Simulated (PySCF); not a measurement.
C2H7MgNSe, SMILES C[N](C)[Mg][SeH].

Geometry: PBE-D3(BJ)/def2-SVP. Other conformers were not sampled.

Level of theory: PBE/def2-TZVP run with PySCF.

Symmetry labels are those of the subgroup Cs that the program uses (full group Cs).

Computed valence orbital energies around the gap with their symmetry:
```csv
orbital,symmetry,energy (eV)
HOMO−7,A',-10.43
HOMO−6,A',-9.16
HOMO−5,A",-8.93
HOMO−4,A",-8.55
HOMO−3,A',-7.40
HOMO−2,A',-6.67
HOMO−1,A",-5.69
HOMO,A',-4.41
LUMO,A',-2.00
LUMO+1,A',-0.85
LUMO+2,A",-0.73
LUMO+3,A',-0.30
```
